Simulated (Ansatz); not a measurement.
System: C$_{4}$H$_{5}$NS (charge 0, singlet). SMILES: Nc1ccsc1
Geometry from a B3LYP-D3(BJ)/def2-TZVP (Ansatz, an electronic-structure program) optimisation:
```
C
C 1 1.3708
H 2 1.0775 1 127.81
N 1 1.3981 2 125.65 3 -3.22
H 4 1.0085 1 114.35 2 20.75
H 4 1.0088 5 110.89 1 -130.60
C 1 1.4293 2 111.87 3 -179.78
C 7 1.3628 1 112.78 2 -0.04
H 8 1.0773 7 127.72 1 179.98
H 7 1.0812 8 123.74 9 0.56
S 8 1.7145 9 120.41 7 179.60
```
Charge 0, spin multiplicity 1.

Property: atomisation energy (electronic, to ground-state atoms), in kJ/mol. Valence correlation only, unless marked. Open shells are spin-unrestricted. No spin-orbit coupling. No relativistic terms. The coupled-cluster limit lacks core correlation, which all-electron functionals hold. CBS marks a two-point X^-3 extrapolation of the correlation energy; Hartree-Fock from the larger set. [CCSD(T)-MP2]/basis is that difference in the basis named.

```csv
level,program,atomisation energy (kJ/mol)
HSE06/def2-TZVPD,Ansatz,4807.6
CAM-B3LYP-D3(BJ)/def2-TZVPD,Ansatz + dftd3,4751.7
B2PLYP-D4/def2-TZVPD,Ansatz + dftd4,4711.4
MP2/6-31G*,Ansatz,4407.9
MP2/cc-pV(Q+d)Z,Ansatz,4816.0
RI-MP2/aug-cc-pV(Q+d)Z,Ansatz,4830.7
SCS-MP2/cc-pV(T+d)Z,Ansatz,4661.9
CCSD/STO-3G,Ansatz,4518.6
CCSD/6-31G*,Ansatz,4221.4
CCSD/cc-pV(Q+d)Z,Ansatz,4559.3
CCSD(T)/aug-cc-pV(D+d)Z,Ansatz,4366.0
CCSD(T)/cc-pVTZ,Ansatz,4576.0
"RI-MP2/CBS(aug-cc-pV(T+d)Z,aug-cc-pV(Q+d)Z)+[CCSD(T)-MP2]/aug-cc-pV(D+d)Z",Ansatz,4724.3
"RI-MP2/CBS(cc-pV(T+d)Z,cc-pV(Q+d)Z)+[CCSD(T)-MP2]/cc-pV(Q+d)Z",Ansatz,4729.7
"CCSD(T)/CBS(aug-cc-pV(T+d)Z,aug-cc-pV(Q+d)Z)",Ansatz,4731.4
```

The Hartree-Fock reference is unstable (checked in the largest basis), which strains HF and MP2.
